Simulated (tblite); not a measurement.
C4H8NSi (doublet state).
Structure used (GFN2-xTB), in Å, numbered top down from 1:
```xyz
14
C4H8NSi angstrom
N     -3.0139   -0.3351   -0.2770
C     -1.8700   -0.0618   -0.5930
C     -0.6567   -0.1968    0.3120
C      0.4386   -1.1055   -0.2784
Si     1.7756    0.1774    0.2059
C      0.1284    1.1197    0.4671
H     -1.5950    0.3196   -1.5865
H     -0.9960   -0.5688    1.2797
H      0.3282   -1.2314   -1.3549
H      0.4615   -2.0998    0.1600
H      2.6457    0.6562   -0.8660
H      2.5082   -0.1278    1.4314
H     -0.0579    1.6288    1.4092
H     -0.0976    1.8250   -0.3318
```

Method: GFN2-xTB as coded in tblite; computed harmonic values from a numerical Hessian at the method's own geometry, unscaled. The method is semi-empirical: single wavenumbers can be off by several per cent or more. Modes of hydrogen on silicon can be 10 to 20 % off. One conformer, not necessarily the lowest. Open shells enter through the occupations alone, without spin polarisation, and single modes of such species can be off by tens of per cent.

Harmonic wavenumbers (cm⁻¹): 62.0, 64.3, 313.5, 329.1, 359.1, 443.0, 448.3, 542.8, 608.1, 684.9, 702.7, 743.6, 765.7, 806.4, 820.0, 880.3, 1013.3, 1020.8, 1057.4, 1088.9, 1174.1, 1182.8, 1201.6, 1261.3, 1265.3, 1470.3, 1474.6, 1823.6, 2278.9, 2292.9, 2782.6, 2979.7, 2990.3, 2996.0, 3020.9, 3024.3.

A = 8277, B = 1676, C = 1512 MHz; mass 98.043 u (most abundant isotopes); point group Cs, symmetry number 1; spin multiplicity 2.

Q: What is the zero-point energy?

A: ½Σν̃ = 22987 cm⁻¹ = 274.98 kJ/mol.

Q: What is S at 298.15 K and 1 bar for an ideal gas of classical rigid rotors and harmonic oscillators?

A: Translation 166.04, rotation 113.51, vibration 72.25, spin (R ln 2) 5.76: S = 357.6 J/(mol K).

Q: And Cp and H(298.15 K) − H(0)?

A: Cp = 121.55 J/(mol K), of which vibrations give 88.29 (their classical limit is 36 R = 299.3); H(298.15 K) − H(0) = 21.68 kJ/mol without the zero-point energy, 11.76 from vibrations.

Q: What must be added to the electronic energy to get the Gibbs energy at 298.15 K and 1 bar?

A: ZPE + [H(298.15 K) − H(0)] − T·S = 274.98 + 21.68 − 106.61 = 190.05 kJ/mol.

Q: Which modes carry the vibrational entropy at 298.15 K?

A: 62.0 cm⁻¹: 18.38; 64.3 cm⁻¹: 18.08; 313.5 cm⁻¹: 5.62; 329.1 cm⁻¹: 5.29; 359.1 cm⁻¹: 4.71; 443.0 cm⁻¹: 3.42 J/(mol K); the other 30 give 16.75 together.

Q: How do the functions run with temperature in this model?

A: 
| T (K) | S (J/(mol K)) | Cp (J/(mol K)) | H − H(0) (kJ/mol) | G − H(0) (kJ/mol) | ln q(vib) |
| --- | --- | --- | --- | --- | --- |
| 100 | 269.3 | 55.2 | 4.47 | -22.46 | 1.06 |
| 200 | 316.5 | 86.5 | 11.46 | -51.83 | 2.45 |
| 300 | 358.3 | 122.2 | 21.90 | -85.59 | 3.97 |
| 500 | 435.3 | 180.1 | 52.52 | -165.11 | 7.33 |
| 800 | 532.5 | 232.9 | 115.22 | -310.80 | 12.46 |
| 1000 | 587.1 | 255.5 | 164.18 | -422.88 | 15.70 |

q(vib) and H(0) count from the zero-point level.

Q: Blend soft modes into free rotors: weight 1/[1 + (100 cm⁻¹/ν̃)⁴] for the oscillator and the rest for a rotor with moment μB/(μ + B), μ = h/(8π²ν), B = 10⁻⁴⁴ kg m². What vibrational entropy results?

A: 64.77 J/(mol K) in place of 72.25, which changes −T·S at 298.15 K by +2.23 kJ/mol.

Hindered rotation and anharmonicity are outside this model. Other conformers, if any are populated, would add a mixing term that is left out.

Hardware: Arm Neoverse V2, one thread, shared host with 96 logical CPUs at a one-minute load of 80. Cost: 0.32 s. The figure is for the frequency step alone.
